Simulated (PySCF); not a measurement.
O2Si, charge -1, doublet (typed; the unrestricted solution is spin-contaminated), geometry from GFN2-xTB (a state made from the parent by changing its charge; the spin is typed, not shown lowest), with bond 3-2 at 2.0 times its length; R2SCAN/cc-pVDZ in PySCF.

Input for PySCF:
```python
from pyscf import gto, scf, dft

mol = gto.M(
    atom='''
O    -1.386605    0.363772   -0.184258
Si   -0.025576   -0.272681    0.199690
O     2.888302    0.499519   -0.530088
''',
    basis='cc-pvdz',
    charge=-1,
    spin=1,
    verbose=4,
)

mf = dft.UKS(mol)
mf.xc = 'r2scan'
mf.init_guess = 'huckel'
mf.kernel()
```

### Question
Write the output that PySCF gives for this input, abridged.

### Answer

```
PySCF version 2.14.0

[INPUT] verbose = 4
[INPUT] num. atoms = 3
[INPUT] num. electrons = 31
[INPUT] charge = -1
[INPUT] spin (= nelec alpha-beta = 2S) = 1
[INPUT] symmetry False subgroup None
[INPUT] Mole.unit = angstrom
[INPUT] Symbol           X                Y                Z      unit          X                Y                Z       unit  Magmom
[INPUT]  1 O     -1.386605000000   0.363772000000  -0.184258000000 AA   -2.620303692953   0.687429451785  -0.348197156260 Bohr   0.0
[INPUT]  2 Si    -0.025576000000  -0.272681000000   0.199690000000 AA   -0.048331635362  -0.515292409373   0.377359409814 Bohr   0.0
[INPUT]  3 O      2.888302000000   0.499519000000  -0.530088000000 AA    5.458099745034   0.943954104017  -1.001721141918 Bohr   0.0

nuclear repulsion = 65.2201007689892
number of shells = 15
number of NR pGTOs = 93
number of NR cGTOs = 46
basis = cc-pvdz
ecp = {}

******** <class 'pyscf.dft.uks.UKS'> ********
method = UKS
initial guess = huckel
damping factor = 0
level_shift factor = 0
DIIS = <class 'pyscf.scf.diis.CDIIS'>
diis_start_cycle = 1
diis_space = 8
diis_damp = 0
SCF conv_tol = 1e-09
SCF conv_tol_grad = None
SCF max_cycles = 50
direct_scf = True
direct_scf_tol = 1e-13
number electrons alpha = 16  beta = 15
XC library pyscf.dft.libxc version 7.1.2
    S. Lehtola, C. Steigemann, M. J. T. Oliveira, and M. A. L. Marques,  SoftwareX 7, 1–5 (2018)
XC functionals = r2scan
    J. W. Furness, A. D. Kaplan, J. Ning, J. P. Perdew, and J. Sun,  J. Phys. Chem. Lett. 11, 8208–8215 (2020)
    J. W. Furness, A. D. Kaplan, J. Ning, J. P. Perdew, and J. Sun,  J. Phys. Chem. Lett. 11, 9248–9248 (2020)
    J. W. Furness, A. D. Kaplan, J. Ning, J. P. Perdew, and J. Sun,  J. Phys. Chem. Lett. 11, 8208–8215 (2020)
    J. W. Furness, A. D. Kaplan, J. Ning, J. P. Perdew, and J. Sun,  J. Phys. Chem. Lett. 11, 9248–9248 (2020)
radial grids:
    Treutler-Ahlrichs [JCP 102, 346 (1995); DOI:10.1063/1.469408] (M4) radial grids

becke partition: Becke, JCP 88, 2547 (1988); DOI:10.1063/1.454033
pruning grids: <function nwchem_prune>
grids dens level: 3
symmetrized grids: False
atomic radii adjust function: <function treutler_atomic_radii_adjust>
small_rho_cutoff = 0
Set gradient conv threshold to 3.16228e-05
Initial guess from on-the-fly Huckel, doi:10.1021/acs.jctc.8b01089.
Spherically averaged atomic HF for {'Si', 'O'}

******** <class 'pyscf.scf.atom_hf.AtomSphAverageRHF'> ********
method = AtomSphAverageRHF
initial guess = minao
damping factor = 0
level_shift factor = 0
DIIS = <class 'pyscf.scf.diis.CDIIS'>
diis_start_cycle = 1
diis_space = 8
diis_damp = 0
SCF conv_tol = 1e-09
SCF conv_tol_grad = None
SCF max_cycles = 50
direct_scf = True
direct_scf_tol = 1e-13
atom = O
Set gradient conv threshold to 3.16228e-05
Initial guess from minao.
init E= -74.256327328113
cycle= 1 E= -74.268790239725  delta_E= -0.0125  |g|=    0  |ddm|= 0.118
cycle= 2 E= -74.2691340437085  delta_E= -0.000344  |g|=    0  |ddm|= 0.0421
cycle= 3 E= -74.2691852198894  delta_E= -5.12e-05  |g|=    0  |ddm|= 0.0107
cycle= 4 E= -74.2691871256335  delta_E= -1.91e-06  |g|=    0  |ddm|= 0.00282
cycle= 5 E= -74.2691871256343  delta_E= -8.24e-13  |g|=    0  |ddm|= 1.18e-06
Extra cycle  E= -74.2691871256343  delta_E=    0  |g|=    0  |ddm|= 4.97e-08
Atomic HF for atom  O  converged. SCF energy = -74.2691871256343

******** <class 'pyscf.scf.atom_hf.AtomSphAverageRHF'> ********
method = AtomSphAverageRHF
initial guess = minao
damping factor = 0
level_shift factor = 0
DIIS = <class 'pyscf.scf.diis.CDIIS'>
diis_start_cycle = 1
diis_space = 8
diis_damp = 0
SCF conv_tol = 1e-09
SCF conv_tol_grad = None
SCF max_cycles = 50
direct_scf = True
direct_scf_tol = 1e-13
atom = Si
Set gradient conv threshold to 3.16228e-05
Initial guess from minao.
init E= -288.594779491576
cycle= 1 E= -288.621800137071  delta_E= -0.027  |g|=    0  |ddm|= 0.362
cycle= 2 E= -288.622455842216  delta_E= -0.000656  |g|=    0  |ddm|= 0.0898
cycle= 3 E= -288.622478263966  delta_E= -2.24e-05  |g|=    0  |ddm|= 0.00941
cycle= 4 E= -288.622478985369  delta_E= -7.21e-07  |g|=    0  |ddm|= 0.00447
cycle= 5 E= -288.622478985872  delta_E= -5.03e-10  |g|=    0  |ddm|= 7.64e-05
Extra cycle  E= -288.622478985872  delta_E= -1.71e-13  |g|=    0  |ddm|= 2.22e-06
Atomic HF for atom  Si  converged. SCF energy = -288.622478985872

tot grids = 47344
init E= -438.52890214014
cycle= 1 E= -425.788626641819  delta_E= 12.7  |g|= 2.72  |ddm|= 4.05
cycle= 2 E= -384.063672997132  delta_E= 41.7  |g|= 2.11  |ddm|=  9.6

cycle= 3 E= -407.390764606248  delta_E= -23.3  |g|=    4  |ddm|= 10.7
cycle= 4 E= -415.276174792276  delta_E= -7.89  |g|= 3.65  |ddm|= 5.14
cycle= 5 E= -415.349359304874  delta_E= -0.0732  |g|= 3.65  |ddm|= 0.277
cycle= 6 E= -415.298840590307  delta_E= 0.0505  |g|= 3.65  |ddm|= 0.113
cycle= 7 E= -415.589281416032  delta_E= -0.29  |g|= 3.63  |ddm|= 0.414

cycle= 8 E= -415.645346941188  delta_E= -0.0561  |g|= 3.61  |ddm|= 0.215

cycle= 9 E= -415.662008467247  delta_E= -0.0167  |g|= 3.61  |ddm|= 0.0509
cycle= 10 E= -412.637291920821  delta_E= 3.02  |g|= 3.74  |ddm|= 3.05
cycle= 11 E= -385.626150608219  delta_E=   27  |g|= 3.46  |ddm|= 10.6
cycle= 12 E= -421.3914615092  delta_E= -35.8  |g|= 2.37  |ddm|=   12
cycle= 13 E= -435.887791844246  delta_E= -14.5  |g|= 2.44  |ddm|= 8.11
cycle= 14 E= -437.850535791348  delta_E= -1.96  |g|= 1.64  |ddm|= 1.41
cycle= 15 E= -437.768371495616  delta_E= 0.0822  |g|= 1.76  |ddm|= 1.44
cycle= 16 E= -431.215772180856  delta_E= 6.55  |g|= 2.08  |ddm|= 3.08
cycle= 17 E= -431.915861683904  delta_E= -0.7  |g|=  1.9  |ddm|= 0.477
cycle= 18 E= -431.870206032984  delta_E= 0.0457  |g|= 1.89  |ddm|= 0.278
cycle= 19 E= -431.94011057144  delta_E= -0.0699  |g|= 1.84  |ddm|=  0.3
cycle= 20 E= -437.494726188008  delta_E= -5.55  |g|=  1.9  |ddm|= 3.38
cycle= 21 E= -438.219334378638  delta_E= -0.725  |g|= 1.53  |ddm|= 0.713
cycle= 22 E= -437.601596423067  delta_E= 0.618  |g|= 1.84  |ddm|= 0.57
cycle= 23 E= -437.435419789469  delta_E= 0.166  |g|= 1.92  |ddm|= 0.322
cycle= 24 E= -437.532744542217  delta_E= -0.0973  |g|= 1.83  |ddm|= 0.822
cycle= 25 E= -438.684157084001  delta_E= -1.15  |g|= 1.19  |ddm|= 1.13
cycle= 26 E= -438.889828128187  delta_E= -0.206  |g|= 1.11  |ddm|= 0.232
cycle= 27 E= -438.974785309786  delta_E= -0.085  |g|= 1.09  |ddm|= 0.108
cycle= 28 E= -431.538958252575  delta_E= 7.44  |g|= 1.82  |ddm|=  2.8
cycle= 29 E= -438.63079506381  delta_E= -7.09  |g|= 1.18  |ddm|= 2.88
cycle= 30 E= -438.540641052168  delta_E= 0.0902  |g|= 1.26  |ddm|= 0.506
cycle= 31 E= -439.23372004763  delta_E= -0.693  |g|= 0.89  |ddm|= 0.581
cycle= 32 E= -438.805094069766  delta_E= 0.429  |g|= 1.13  |ddm|= 0.431
cycle= 33 E= -438.995642882579  delta_E= -0.191  |g|= 0.978  |ddm|= 0.371
cycle= 34 E= -439.516606970995  delta_E= -0.521  |g|= 0.569  |ddm|= 0.625
cycle= 35 E= -439.671581124646  delta_E= -0.155  |g|= 0.263  |ddm|= 0.415
cycle= 36 E= -439.735786488841  delta_E= -0.0642  |g|= 0.0709  |ddm|= 0.554
cycle= 37 E= -439.740838656089  delta_E= -0.00505  |g|= 0.0294  |ddm|= 0.141
cycle= 38 E= -439.739012098829  delta_E= 0.00183  |g|= 0.0845  |ddm|= 0.181
cycle= 39 E= -439.740516655709  delta_E= -0.0015  |g|= 0.0716  |ddm|= 0.0171
cycle= 40 E= -439.745235033476  delta_E= -0.00472  |g|= 0.0453  |ddm|= 0.138
cycle= 41 E= -439.748386871422  delta_E= -0.00315  |g|= 0.0209  |ddm|= 0.12
cycle= 42 E= -439.750548018713  delta_E= -0.00216  |g|= 0.0205  |ddm|= 0.155
cycle= 43 E= -439.751389927143  delta_E= -0.000842  |g|= 0.033  |ddm|= 0.143
cycle= 44 E= -439.751988268024  delta_E= -0.000598  |g|= 0.0251  |ddm|= 0.042
cycle= 45 E= -439.751972416001  delta_E= 1.59e-05  |g|= 0.0339  |ddm|= 0.187
cycle= 46 E= -439.752849000834  delta_E= -0.000877  |g|= 0.00767  |ddm|= 0.0505
cycle= 47 E= -439.752886254429  delta_E= -3.73e-05  |g|= 0.00376  |ddm|= 0.0165
cycle= 48 E= -439.752884846245  delta_E= 1.41e-06  |g|= 0.00416  |ddm|= 0.0102
cycle= 49 E= -439.752907207175  delta_E= -2.24e-05  |g|= 0.000412  |ddm|= 0.0213
cycle= 50 E= -439.752907377458  delta_E= -1.7e-07  |g|= 0.000323  |ddm|= 0.00164
SCF not converged.
SCF energy = -439.752907377458 after 50 cycles  <S^2> = 0.86377731  2S+1 = 2.110713
```

Convergence was not reached.
